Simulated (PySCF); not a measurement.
CHF₂O₃S, SMILES S(=O)(=O)([C](F)F)O, multiplicity 2. Atoms are numbered in the order given.

```xyz
8

O     -1.3311     0.0993    -1.2764
S     -0.7071     0.0793     0.0382
O     -1.2832    -0.5202     1.2217
O     -0.3079     1.6209     0.4358
C      0.9277    -0.6837    -0.1836
F      1.6296    -0.8365     0.9178
F      1.6436    -0.1540    -1.1591
H     -0.3335     2.1479    -0.3867
```
Charge 0, spin multiplicity 2.

Geometry: TPSSh-D3(BJ)/def2-SVP. The isomer is the one that the SMILES or the coordinates give; other isomers of the formula were not compared. One conformer was computed; it need not be the lowest.

Method: PySCF with PBE/def2-TZVP.

Atomic charges (e):

```
atom  meta-Löwdin  Mulliken  Mulliken spin
----  -----------  --------  -------------
O1          -0.74       ___           0.00
S2           1.86      0.66           0.04
O3          -0.71       ___           0.01
O4          -0.64     -0.35           0.05
C5           0.23       ___           0.76
F6          -0.17       ___           0.07
F7          -0.19       ___           0.07
H8           0.37      0.34           0.00
```

Task: What belongs in the gaps? (Estimate from the structure and the level; the computed values follow.)

Result: 
- O1, Mulliken: -0.35
- O3, Mulliken: -0.33
- C5, Mulliken: 0.18
- F6, Mulliken: -0.07
- F7, Mulliken: -0.09

Task: Give the Mayer and Wiberg (Löwdin basis) orders of the bonds. (An estimate is asked for; the answer gives what the named calculation found.)

Result: 
```
bond   Mayer  Wiberg
-----  -----  ------
O1–S2   1.92    2.40
S2–O3   1.97    2.44
S2–O4   1.08    1.45
S2–C5   0.87    1.08
C5–F6   1.19    1.97
C5–F7   1.17    1.95
O4–H8   0.85    1.02
```
